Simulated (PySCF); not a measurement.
Si(Cl)(OH)(NH2)2 (ClH₅N₂OSi), SMILES Cl[Si](O)(N)N. Atoms are numbered in the order given.

```xyz
10

N     -1.1816     1.4385     0.3654
Si    -0.0634     0.1623     0.3263
N      1.4748     0.7837     0.7221
O     -0.7505    -1.0045     1.2825
Cl     0.2680    -0.7708    -1.5179
H     -0.9644     2.3315    -0.0577
H     -2.1757     1.2534     0.4111
H      2.3200     0.3572     0.3650
H      1.6224     1.2785     1.5936
H     -0.5194    -1.9083     1.0507
```

Geometry optimised at PBE0-D3(BJ)/def2-SVP. This is a generated structure with no PubChem entry under its InChIKey; it may be hypothetical. Other conformers were not sampled.

Calculation: TDDFT-PBE/def2-SVPD (PySCF).

Vertical excitations. The molecule is in vacuum.

```
state  energy (eV)  λ (nm)      f                                              main pairs
-----  -----------  ------  -----  ------------------------------------------------------
S1            5.78     214  0.015                                          HOMO→LUMO 99 %
S2            5.86     212  0.025                                        HOMO−1→LUMO 99 %
S3            6.86     181  0.034                                        HOMO−2→LUMO 85 %
S4            6.90     180  0.014  HOMO−1→LUMO+1 51 %, HOMO→LUMO+1 33 %, HOMO−2→LUMO 11 %
S5            6.93     179  0.006                    HOMO→LUMO+1 56 %, HOMO−1→LUMO+1 41 %
S6            7.04     176  0.007                                        HOMO→LUMO+2 94 %
S7            7.11     174  0.002                    HOMO−1→LUMO+2 57 %, HOMO−3→LUMO 41 %
S8            7.17     173  0.027  HOMO−3→LUMO 49 %, HOMO−1→LUMO+2 30 %, HOMO→LUMO+3 16 %
S9            7.20     172  0.032                                        HOMO→LUMO+3 75 %
S10           7.44     167  0.067                                        HOMO−4→LUMO 85 %
T1            5.62     221      0                                          HOMO→LUMO 99 %
T2            5.70     218      0                                        HOMO−1→LUMO 99 %
T3            6.67     186      0                                        HOMO→LUMO+1 88 %
T4            6.74     184      0                                        HOMO−2→LUMO 91 %
```
Triplets are in the Tamm–Dancoff approximation, which puts them higher than full response would, so one can lie above its singlet here.
